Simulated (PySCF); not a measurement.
Compound: [MoO4]2- (charge -2 and singlet state).
Bonds: Mo1–O2, Mo1–O3, Mo1–O4, Mo1–O5.
The ion is multiply charged and has no counter-ions or solvent; whether it holds all its electrons wasn't checked.

Computed by this run: PySCF 2.14.0, PBE0-D3(BJ)/def2-SVP geometry optimisation, gas phase, def2 core potentials past Kr; density fitting, grid level 1; the optimiser is geomeTRIC in internal coordinates, started from a GFN2-xTB structure with every atom displaced at random (about 0.03 Å).

Geometry at step 1:
```
atom  x, y, z in Å
Mo1     0.0128   -0.0281   -0.0078
O2      0.0136   -0.0499    1.7750
O3      1.6706   -0.0336   -0.6149
O4     -0.7803    1.4684   -0.5854
O5     -0.8417   -1.4674   -0.6290
```

**Question.** Give the atomic forces at this geometry.

**Answer.** 
| atom | Fx (eV/Å) | Fy (eV/Å) | Fz (eV/Å) |
| --- | --- | --- | --- |
| Mo1 | -0.524 | 0.274 | -0.044 |
| O2 | 0.037 | -0.016 | -0.753 |
| O3 | -0.182 | -0.074 | 0.164 |
| O4 | 0.320 | -0.864 | 0.330 |
| O5 | 0.348 | 0.680 | 0.303 |

The largest, 0.98 eV/Å, acts on O4; the rms over all components is 0.418 eV/Å. The forces sum to zero within rounding, as they must for an isolated molecule in no field.

**Question.** Give the force on O4 in Eh/bohr and in nN.

**Answer.** 0.979 eV/Å ÷ 51.422 = 0.01904 Eh/bohr, and 0.979 eV/Å × 1.602 = 1.57 nN.

**Question.** How far is this geometry from the end of the optimisation?

**Answer.** 0.030 eV above it, and 0.022 Å rms away after alignment. The bonds farthest from their final lengths, with half the difference of the two atoms' forces along the bond (positive lengthens):

```json
{"bond": "Mo1–O4", "now (Å)": "1.789", "final (Å)": "1.767", "force along bond (eV/Å)": "-0.72"}
{"bond": "Mo1–O5", "now (Å)": "1.785", "final (Å)": "1.766", "force along bond (eV/Å)": "-0.43"}
{"bond": "Mo1–O2", "now (Å)": "1.783", "final (Å)": "1.766", "force along bond (eV/Å)": "-0.35"}
```

The angle farthest from its final value is O3–Mo1–O4, 107.9° against 109.5°.

Of the 3 listed bonds off by 0.010 Å or more, this force points towards the final length in 3.

What follows is the cost of the whole optimisation. The run took 14 s of wall time on an Arm Neoverse V2 with one thread, shared host with 96 logical CPUs at a one-minute load of 26, and the process peaked at 0.34 GiB of memory.
